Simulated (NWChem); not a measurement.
System: CH2ClF; SMILES FCCl

```xyz
5

F      0.3892     1.5058     0.0000
C     -0.5715     0.5650     0.0000
Cl     0.1312    -1.0629     0.0000
H     -1.1851     0.6598     0.9078
H     -1.1851     0.6598    -0.9078
```
Atoms are numbered in this order, from 1.

All runs: NWChem. The geometry was optimised at PBE0/def2-SVP. GIAO values for the isolated, static molecule; σ is the absolute isotropic shielding, δ = σ(reference) − σ with the isolated reference molecule computed at the same levels (13C: tetramethylsilane, 19F: trichlorofluoromethane, 1H: tetramethylsilane).

Question: What does the run give for PBE0/pcSseg-1? Quantities: δ F1 (ppm); δ C2 (ppm); σ Cl3 (ppm); δ H4 (ppm).

Answer: 
| Item | Value |
|---|---|
| δ F1 (ppm) | -182.9 |
| δ C2 (ppm) | 94.8 |
| σ Cl3 (ppm) | 759.9 |
| δ H4 (ppm) | 5.86 |
